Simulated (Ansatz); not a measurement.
`FC(F)(F)[SeH]` and `C[Te]C(F)(F)F` differ in one atom or group.

Ansatz, PBE0-D4/def2-TZVP geometries, multiplicity 1. Each molecule was computed in one conformer, which needn't be the lowest.

Elements past krypton have def2 core potentials. Scalar relativity is left out up to krypton.

```csv
property,`FC(F)(F)[SeH]`
LUMO energy (PBE/def2-TZVPP) / eV,-1.72
"ideal-gas entropy at 298 K and 1 bar (rigid rotor, harmonic PBE0-D4/def2-TZVP) / J/(mol·K)",321
zero-point energy (PBE0-D4/def2-TZVP) / kJ/mol,57.8
HOMO–LUMO gap (PBE/def2-TZVPP) / eV,4.66
size of the dipole moment (B3LYP/def2-TZVPP) / D,1.38
LUMO energy (PBE0/def2-TZVPP) / eV,-0.82
```

Question: Give the same properties after the change, and the shifts. (Estimate.)

Answer: Ansatz gave: 
| property | `C[Te]C(F)(F)F` | shift |
| --- | --- | --- |
| LUMO energy (PBE/def2-TZVPP) / eV | -2.06 | -0.34 |
| ideal-gas entropy at 298 K and 1 bar (rigid rotor, harmonic PBE0-D4/def2-TZVP) / J/(mol·K) | 374 | 53 |
| zero-point energy (PBE0-D4/def2-TZVP) / kJ/mol | 132.9 | 75.1 |
| HOMO–LUMO gap (PBE/def2-TZVPP) / eV | 3.34 | -1.32 |
| size of the dipole moment (B3LYP/def2-TZVPP) / D | 2.31 | 0.93 |
| LUMO energy (PBE0/def2-TZVPP) / eV | -1.27 | -0.45 |

With PBE0 the HOMO rises by 1.14 eV and the LUMO falls by 0.45 eV, so the gap narrows by about 1.59 eV. PBE moves the HOMO by 0.98 eV and ωB97M-V by 1.23 eV. The zero-point energy changes by 75.1 kJ/mol with +9 modes. Dipoles are sizes alone; their direction can turn. Modes under 60 cm⁻¹, often nearly free rotors, make the harmonic entropy too high.

B3LYP here is the variant with VWN-RPA as its local correlation; programs differ in this.

Spin–orbit coupling is left out; it splits and shifts lone-pair levels of the heavy atoms by tenths of an eV.
